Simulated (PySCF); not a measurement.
## Two-component Hartree-Fock for In³⁺ (indium, charge +3)

Start: [Kr] 4d10. Calculated with PySCF 2.14 in x2c-TZVPall-2c with one added diffuse shell each of s, p, d, f type (9s10p6d3f, 90 functions): generalised Hartree-Fock with the X2C-1e Hamiltonian and a Gaussian nucleus; one run each with spin-orbit coupling (SO) switched off, then screened by Boettger's factors. This is a chosen level, not necessarily the ground level.

```json
{"spinor shell": "1s1/2", "electrons": "2", "ε, spin-free (eV)": "-28111.0", "ε, screened SO (eV)": "-28108.6", "weight of nominal j (screened SO)": "1.000", "rms radius, screened SO (bohr)": "0.0340"}
{"spinor shell": "2s1/2", "electrons": "2", "ε, spin-free (eV)": "-4324.5", "ε, screened SO (eV)": "-4323.8", "weight of nominal j (screened SO)": "1.000", "rms radius, screened SO (bohr)": "0.139"}
{"spinor shell": "2p1/2", "electrons": "2", "ε, spin-free (eV)": "-3877.5", "ε, screened SO (eV)": "-4023.7", "weight of nominal j (screened SO)": "1.000", "rms radius, screened SO (bohr)": "0.120"}
{"spinor shell": "2p3/2", "electrons": "4", "ε, spin-free (eV)": "-3877.5", "ε, screened SO (eV)": "-3810.6", "weight of nominal j (screened SO)": "1.000", "rms radius, screened SO (bohr)": "0.125"}
{"spinor shell": "3s1/2", "electrons": "2", "ε, spin-free (eV)": "-883.17", "ε, screened SO (eV)": "-883.00", "weight of nominal j (screened SO)": "1.000", "rms radius, screened SO (bohr)": "0.371"}
{"spinor shell": "3p1/2", "electrons": "2", "ε, spin-free (eV)": "-733.20", "ε, screened SO (eV)": "-760.48", "weight of nominal j (screened SO)": "1.000", "rms radius, screened SO (bohr)": "0.365"}
{"spinor shell": "3p3/2", "electrons": "4", "ε, spin-free (eV)": "-733.20", "ε, screened SO (eV)": "-720.66", "weight of nominal j (screened SO)": "1.000", "rms radius, screened SO (bohr)": "0.376"}
{"spinor shell": "3d3/2", "electrons": "4", "ε, spin-free (eV)": "-500.92", "ε, screened SO (eV)": "-505.61", "weight of nominal j (screened SO)": "1.000", "rms radius, screened SO (bohr)": "0.350"}
{"spinor shell": "3d5/2", "electrons": "6", "ε, spin-free (eV)": "-500.92", "ε, screened SO (eV)": "-497.64", "weight of nominal j (screened SO)": "1.000", "rms radius, screened SO (bohr)": "0.353"}
{"spinor shell": "4s1/2", "electrons": "2", "ε, spin-free (eV)": "-173.32", "ε, screened SO (eV)": "-173.29", "weight of nominal j (screened SO)": "1.000", "rms radius, screened SO (bohr)": "0.909"}
{"spinor shell": "4p1/2", "electrons": "2", "ε, spin-free (eV)": "-126.54", "ε, screened SO (eV)": "-131.35", "weight of nominal j (screened SO)": "1.000", "rms radius, screened SO (bohr)": "0.969"}
{"spinor shell": "4d3/2", "electrons": "4", "ε, spin-free (eV)": "-56.577", "ε, screened SO (eV)": "-57.155", "weight of nominal j (screened SO)": "1.000", "rms radius, screened SO (bohr)": "1.23"}
{"spinor shell": "4d5/2", "electrons": "6", "ε, spin-free (eV)": "-56.577", "ε, screened SO (eV)": "-56.184", "weight of nominal j (screened SO)": "1.000", "rms radius, screened SO (bohr)": "1.25"}
```

**Question.** Where does 4p3/2 lie, and what is the 4p spin-orbit splitting (screened SO)?

**Answer.** At -124.33 eV, 7.019 eV above 4p1/2.

```json
{"quantity": "E (hartree)", "spin-free": "-5875.82542", "screened SO": "-5877.10806"}
{"quantity": "M_J", "spin-free": "0", "screened SO": "0"}
{"quantity": "⟨J²⟩", "spin-free": "0.000", "screened SO": "0.000"}
{"quantity": "⟨L²⟩", "spin-free": "0.000", "screened SO": "0.016"}
{"quantity": "⟨S²⟩", "spin-free": "0.000", "screened SO": "0.016"}
```

Breit and QED terms are absent; they matter most for the inner s and p1/2 levels.

Densities and radii are taken from the X2C orbitals without a picture-change correction, which distorts them close to the nucleus.

Without spin-orbit coupling the j labels of p, d and f shells carry no meaning; the spin-free column gives the mean over the occupied spinors of each nl shell.
